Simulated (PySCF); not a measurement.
H4MgOSi. Atoms are numbered in the order given.

```xyz
7

Mg     0.0000     0.0000    -0.7379
O      0.0000     0.0000    -2.5039
H      0.0000     0.0000    -3.4517
Si     0.0000     0.0000     1.8006
H      1.1914     0.6879     2.3763
H      0.0000    -1.3757     2.3763
H     -1.1914     0.6879     2.3763
```

Coordinates come from a ωB97X-D3(BJ)/def2-TZVP optimisation. The values are those of a single conformer.

All values below come from PySCF with TDA-CAM-B3LYP/def2-SVPD.

Vertical excitations; the highest root listed may be one member of a degenerate set. Isolated molecule, no solvent. State labels are in the subgroup Cs.

| state | symmetry | energy (eV) | λ (nm) | f | main pairs |
|---|---|---|---|---|---|
| S1 | A" | 5.87 | 211 | 0.065 | HOMO→LUMO+1, HOMO−1→LUMO (degenerate set) |
| S2 | A' | 5.87 | 211 | 0.065 | HOMO→LUMO+2, HOMO−2→LUMO (degenerate set) |
| S3 | A' | 5.87 | 211 | 0.441 | HOMO→LUMO 93 % |
| S4 | A" | 6.18 | 201 | 0.183 | HOMO−1→LUMO, HOMO→LUMO+1 (degenerate set) |
| S5 | A' | 6.18 | 201 | 0.183 | HOMO−2→LUMO, HOMO→LUMO+2 (degenerate set) |
| S6 | A" | 6.66 | 186 | 0.000 | HOMO−2→LUMO+1 47 %, HOMO−1→LUMO+2 47 % |
| S7 | A' | 6.69 | 185 | 0.000 | HOMO−2→LUMO+2, HOMO−1→LUMO+1 (degenerate set) |
| S8 | A" | 6.69 | 185 | 0.000 | HOMO−1→LUMO+2, HOMO−2→LUMO+1 (degenerate set) |
| S9 | A' | 7.22 | 172 | 0.011 | HOMO→LUMO+3 77 % |
| S10 | A' | 7.45 | 166 | 0.211 | HOMO−2→LUMO+2 44 %, HOMO−1→LUMO+1 44 % |
| T1 | A' | 4.75 | 261 | 0 | HOMO→LUMO 90 % |
| T2 | A" | 4.79 | 259 | 0 | HOMO→LUMO+1, HOMO→LUMO+4 (degenerate set) |
| T3 | A' | 4.79 | 259 | 0 | HOMO→LUMO+2, HOMO→LUMO+5 (degenerate set) |
| T4 | A' | 5.76 | 215 | 0 | HOMO−2→LUMO 89 % |
Triplets are in the Tamm–Dancoff approximation.
